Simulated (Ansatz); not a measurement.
Problem. Name a neutral molecule of C, O, Si and H with HOMO energy (ωB97M-V/def2-TZVPP) between -9.95 and -9.65 eV and LUMO energy (PBE0/def2-TZVPP) between 0.05 and 0.35 eV (Ansatz, PBE0-D4/def2-TZVP geometry).

Solution. `CO[SiH](C)[SiH3]` (-9.87 eV, 0.19 eV). Other molecules can fit too; these were computed, each in one conformer that needn't be the lowest.
